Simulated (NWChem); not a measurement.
System: ZnHI; SMILES [ZnH][I]

All runs: NWChem. The geometry was optimised at PBE0/def2-SVP. def2 effective core potentials on I; no spin-orbit coupling. Vertical excitations in the gas phase; the lowest state need not have the same character in each row.

For level B3LYP/def2-SVPD, full TDDFT:

| Property | Value |
|---|---|
| lowest excitation, singlet (eV) | 5.34 |
| lowest state with f > 0.02, singlet (eV) | 5.34 |
| orbital gap (eV) | 6.32 |

What are these values for level LRC-wPBEh/def2-SVPD, full TDDFT?

The lowest excitation, singlet (eV) is 5.80 and the lowest state with f > 0.02, singlet (eV) is 5.80. The orbital gap (eV) comes out as 10.18.
